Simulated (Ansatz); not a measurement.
ClHg (SMILES [Cl][Hg+]), charge +1, singlet, geometry from GFN2-xTB (such geometries of metal compounds can be far from the true shape) (core potentials on Hg), atoms displaced at random by about 0.1 Å a coordinate; Ansatz (a program for electronic structure) with HF/def2-TZVP.

The Ansatz input:
Ansatz 0.2 input:
```yaml
crystal:
  periodic: [false, false, false]
  atoms:
    - {symbol: Hg, position_ang: [-0.20944902, 0.03916555, -0.37210748]}
    - {symbol: Cl, position_ang: [-0.05143576, 0.08380280, 1.72947625]}
basis:
  gaussian:
    orbitals: def2-TZVP
hamiltonian:
  xc: hf
total_charge: 1
relax: {f_tol: 0.1}
```

Q: Predict the main parts of the log of this Ansatz run.

A: 
```
Functional definition: HF
651 factors; integrals over basis functions are off by at most 4.6e-4 eV
mean field evaluation 1: about -16641.3183 eV, gradient 4.3e1 eV
mean field evaluation 2: about -16641.6216 eV, gradient 4.2e1 eV
mean field evaluation 4: about -16645.8414 eV, gradient 2.5e0 eV
mean field evaluation 8: about -16645.8826 eV, gradient 2.8e-1 eV
mean field evaluation 16: about -16628.9524 eV, gradient 5.1e1 eV
mean field -16645.88295836 eV, -611.7249157351 hartree, gradient 2.0e-5 eV, S^2 0.000000; 0 other end points of the search recorded, 0 dependent functions left out
the calculation of the forces begins
reference -16645.88295836 eV, -611.7249157351 hartree; 18, 18 occupied and 62, 62 virtual orbitals, 651 factors
relax step   1: F+E_penalty+E_count = -16645.88295836 eV  Δ(F+E_penalty+E_count) = +0.000e0 eV  max|allowed force component| = 3.724e0 eV/Å  Δτ_max = 0.0000 Å  (55 SCF iters, accepted)
these checks for a lower state are left out or cut short: starts, cluster_reference, orbital_swaps, neighbouring_geometries, increment
651 factors; integrals over basis functions are off by at most 5.3e-4 eV
mean field evaluation 32: about -16646.1317 eV, gradient 1.6e-5 eV
mean field -16646.13168674 eV, -611.7340563345 hartree, gradient 2.5e-5 eV, S^2 0.000000; 0 other end points of the search recorded, 0 dependent functions left out
the calculation of the forces begins
reference -16646.13168674 eV, -611.7340563345 hartree; 18, 18 occupied and 62, 62 virtual orbitals, 651 factors
relax step   2: F+E_penalty+E_count = -16646.13168674 eV  Δ(F+E_penalty+E_count) = -2.487e-1 eV  max|allowed force component| = 5.492e-1 eV/Å  Δτ_max = 0.0947 Å  (46 SCF iters, accepted)
these checks for a lower state are left out or cut short: starts, cluster_reference, orbital_swaps, neighbouring_geometries, increment
651 factors; integrals over basis functions are off by at most 5.1e-4 eV
mean field -16646.14116662 eV, -611.7344047134 hartree, gradient 3.1e-5 eV, S^2 0.000000; 0 other end points of the search recorded, 0 dependent functions left out
the calculation of the forces begins
reference -16646.14116662 eV, -611.7344047134 hartree; 18, 18 occupied and 62, 62 virtual orbitals, 651 factors
relax step   3: F+E_penalty+E_count = -16646.14116662 eV  Δ(F+E_penalty+E_count) = -9.480e-3 eV  max|allowed force component| = 9.968e-2 eV/Å  Δτ_max = 0.0202 Å  (47 SCF iters, accepted)
651 factors; integrals over basis functions are off by at most 5.1e-4 eV
mean field evaluation 64: about -16646.1412 eV, gradient 1.4e-2 eV
mean field -16646.14116662 eV, -611.7344047134 hartree, gradient 3.2e-5 eV, S^2 0.000000; 1 other end points of the search recorded, 0 dependent functions left out
the calculation of the forces begins
reference -16646.14116662 eV, -611.7344047134 hartree; 18, 18 occupied and 62, 62 virtual orbitals, 651 factors
Total energy: -16646.14116662 eV, -611.7344047134 hartree
Atom 0 at    -0.215033     0.037588    -0.446378 Å, force    -0.007495    -0.002117    -0.099679 eV/Å
Atom 1 at    -0.045852     0.085380     1.803747 Å, force     0.007495     0.002117     0.099679 eV/Å
Dipole moment:    -0.066944    -0.018911    -0.890358 e Å
```
